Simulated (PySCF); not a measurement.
C3H9N, triplet, at the geometry of the source list (a higher spin typed on purpose: for a closed-shell molecule this is an excited state); CAMB3LYP/3-21G run with PySCF.

Here is a job for PySCF.
```python
from pyscf import gto, scf, dft

mol = gto.Mole()
mol.atom = '''
    C    -0.614200    1.115900    0.564100
    C    -0.090100    0.020200   -0.360400
    C     1.350600   -0.341200   -0.009000
    N    -0.920200   -1.166700   -0.188500
    H     0.003100    2.006700    0.485700
    H    -0.600200    0.761000    1.590700
    H    -1.637000    1.378100    0.303300
    H    -0.112200    0.399900   -1.401700
    H     1.723600   -1.114300   -0.677000
    H     1.391800   -0.716300    1.009700
    H     1.993000    0.530900   -0.094600
    H    -0.602700   -1.912700   -0.798200
    H    -1.885400   -0.961400   -0.424100
'''
mol.basis = '3-21g'
mol.charge = 0
mol.spin = 2
mol.verbose = 4
mol.build()

mf = dft.UKS(mol)
mf.xc = 'camb3lyp'
mf.kernel()
mf.analyze()
```

What the program printed (banner, timings and long lists left out):

```
PySCF version 2.14.0

[INPUT] verbose = 4
[INPUT] num. atoms = 13
[INPUT] num. electrons = 34
[INPUT] charge = 0
[INPUT] spin (= nelec alpha-beta = 2S) = 2
[INPUT] symmetry False subgroup None
[INPUT] Mole.unit = angstrom
[INPUT] Symbol           X                Y                Z      unit          X                Y                Z       unit  Magmom
[...]
nuclear repulsion = 136.088350249605
number of shells = 38
number of NR pGTOs = 87
number of NR cGTOs = 54
basis = 3-21g
ecp = {}

******** <class 'pyscf.dft.uks.UKS'> ********
method = UKS
initial guess = minao
damping factor = 0
level_shift factor = 0
DIIS = <class 'pyscf.scf.diis.CDIIS'>
diis_start_cycle = 1
diis_space = 8
diis_damp = 0
SCF conv_tol = 1e-09
SCF conv_tol_grad = None
SCF max_cycles = 50
direct_scf = True
direct_scf_tol = 1e-13
number electrons alpha = 18  beta = 16
XC library pyscf.dft.libxc version 7.1.2
    S. Lehtola, C. Steigemann, M. J. T. Oliveira, and M. A. L. Marques,  SoftwareX 7, 1–5 (2018)
XC functionals = camb3lyp
    T. Yanai, D. P. Tew, and N. C. Handy,  Chem. Phys. Lett. 393, 51 (2004)
radial grids:
    Treutler-Ahlrichs [JCP 102, 346 (1995); DOI:10.1063/1.469408] (M4) radial grids

becke partition: Becke, JCP 88, 2547 (1988); DOI:10.1063/1.454033
pruning grids: <function nwchem_prune>
grids dens level: 3
symmetrized grids: False
atomic radii adjust function: <function treutler_atomic_radii_adjust>
small_rho_cutoff = 0
Set gradient conv threshold to 3.16228e-05
tot grids = 144528
init E= -173.635128560613

cycle= 1 E= -173.103839209812  delta_E= 0.531  |g|= 0.238  |ddm|= 5.28

cycle= 2 E= -173.120949241484  delta_E= -0.0171  |g|= 0.24  |ddm|= 2.42

cycle= 3 E= -173.15134555192  delta_E= -0.0304  |g|= 0.047  |ddm|=  0.4

cycle= 4 E= -173.154084744244  delta_E= -0.00274  |g|= 0.0248  |ddm|= 0.432

cycle= 5 E= -173.155755889623  delta_E= -0.00167  |g|= 0.012  |ddm|= 0.351

cycle= 6 E= -173.156577487297  delta_E= -0.000822  |g|= 0.00493  |ddm|= 0.401

cycle= 7 E= -173.156728056716  delta_E= -0.000151  |g|= 0.00166  |ddm|= 0.201

cycle= 8 E= -173.156740632578  delta_E= -1.26e-05  |g|= 0.000912  |ddm|= 0.0512

cycle= 9 E= -173.156743720589  delta_E= -3.09e-06  |g|= 0.000253  |ddm|= 0.0284

cycle= 10 E= -173.156744084579  delta_E= -3.64e-07  |g|= 7.31e-05  |ddm|= 0.0116

cycle= 11 E= -173.156744107475  delta_E= -2.29e-08  |g|= 3.25e-05  |ddm|= 0.00207

cycle= 12 E= -173.156744111403  delta_E= -3.93e-09  |g|= 1.53e-05  |ddm|= 0.000608

cycle= 13 E= -173.156744112039  delta_E= -6.35e-10  |g|= 4.22e-06  |ddm|= 0.000338

Extra cycle  E= -173.156744112102  delta_E= -6.3e-11  |g|= 2.62e-06  |ddm|= 6.64e-05
converged SCF energy = -173.156744112102  <S^2> = 2.0029355  2S+1 = 3.0019564
**** SCF Summaries ****
Total Energy =                        -173.156744112101677
Nuclear Repulsion Energy =             136.088350249604702
One-electron Energy =                 -500.606874385614731
Two-electron Energy =                  191.361780023908352
Two-electron Coulomb Energy =          217.694867697723424
DFT Exchange-Correlation Energy =      -26.333087673815086
**** MO energy ****
                             alpha | beta                alpha | beta
[...]
To work with the spin densities directly, `use mulliken_meta_spin()` only printing them here.

 ** Mulliken spin pop alpha/beta on meta-lowdin orthogonal AOs **
 ** Mulliken Spin Density (per AO)  **
spin_pop of  0 C 1s        0.00000
spin_pop of  0 C 2s        0.01124
spin_pop of  0 C 3s        0.00029
spin_pop of  0 C 2px       0.00277
spin_pop of  0 C 2py       0.00793
spin_pop of  0 C 2pz       0.00269
spin_pop of  0 C 3px       0.00017
spin_pop of  0 C 3py       0.00391
spin_pop of  0 C 3pz       0.00042
spin_pop of  1 C 1s        0.00000
spin_pop of  1 C 2s        0.00092
spin_pop of  1 C 3s        0.00029
spin_pop of  1 C 2px      -0.00325
spin_pop of  1 C 2py       0.01396
spin_pop of  1 C 2pz       0.00819
spin_pop of  1 C 3px       0.00075
spin_pop of  1 C 3py       0.00179
spin_pop of  1 C 3pz       0.00075
spin_pop of  2 C 1s        0.00000
spin_pop of  2 C 2s        0.01125
spin_pop of  2 C 3s        0.00029
spin_pop of  2 C 2px       0.01302
spin_pop of  2 C 2py      -0.00076
spin_pop of  2 C 2pz       0.00112
spin_pop of  2 C 3px       0.00439
spin_pop of  2 C 3py       0.00008
spin_pop of  2 C 3pz       0.00003
spin_pop of  3 N 1s       -0.00001
spin_pop of  3 N 2s        0.23734
spin_pop of  3 N 3s        0.01025
spin_pop of  3 N 2px       0.02624
spin_pop of  3 N 2py       0.08793
spin_pop of  3 N 2pz       0.78982
spin_pop of  3 N 3px       0.00217
spin_pop of  3 N 3py       0.00137
spin_pop of  3 N 3pz       0.00547
spin_pop of  4 H 1s        0.02212
spin_pop of  4 H 2s        0.00343
spin_pop of  5 H 1s        0.00119
spin_pop of  5 H 2s        0.00133
spin_pop of  6 H 1s        0.00554
spin_pop of  6 H 2s        0.00699
spin_pop of  7 H 1s        0.11478
spin_pop of  7 H 2s        0.01676
spin_pop of  8 H 1s        0.00554
spin_pop of  8 H 2s        0.00699
spin_pop of  9 H 1s        0.00119
spin_pop of  9 H 2s        0.00133
spin_pop of  10 H 1s        0.02212
spin_pop of  10 H 2s        0.00343
spin_pop of  11 H 1s        0.21766
spin_pop of  11 H 2s        0.05443
spin_pop of  12 H 1s        0.21792
spin_pop of  12 H 2s        0.05446
 ** Mulliken Spin Density (per atom)  **
spin density of  0 C =      0.02942
spin density of  1 C =      0.02341
spin density of  2 C =      0.02941
spin density of  3 N =      1.16058
spin density of  4 H =      0.02554
spin density of  5 H =      0.00252
spin density of  6 H =      0.01253
spin density of  7 H =      0.13153
spin density of  8 H =      0.01253
spin density of  9 H =      0.00252
spin density of  10 H =      0.02555
spin density of  11 H =      0.27209
spin density of  12 H =      0.27238
 ** Mulliken pop alpha/beta on meta-lowdin orthogonal AOs **
 ** Mulliken pop       alpha | beta **
In total            18.00000 | 16.00000
 ** Mulliken atomic charges   ( Nelec_alpha | Nelec_beta ) **
charge of  0C =     -0.30501  (     3.16721      3.13780 )
charge of  1C =      0.01805  (     3.00268      2.97927 )
charge of  2C =     -0.30501  (     3.16721      3.13780 )
charge of  3N =     -0.10419  (     4.13239      2.97181 )
charge of  4H =      0.08680  (     0.46937      0.44383 )
charge of  5H =      0.10305  (     0.44973      0.44722 )
charge of  6H =      0.09411  (     0.45921      0.44668 )
charge of  7H =      0.09970  (     0.51592      0.38439 )
charge of  8H =      0.09409  (     0.45922      0.44669 )
charge of  9H =      0.10304  (     0.44974      0.44722 )
charge of  10H =      0.08682  (     0.46936      0.44382 )
charge of  11H =      0.01439  (     0.62885      0.35676 )
charge of  12H =      0.01417  (     0.62911      0.35673 )
Dipole moment(X, Y, Z, Debye):  0.75448,  0.84350,  0.43663
```
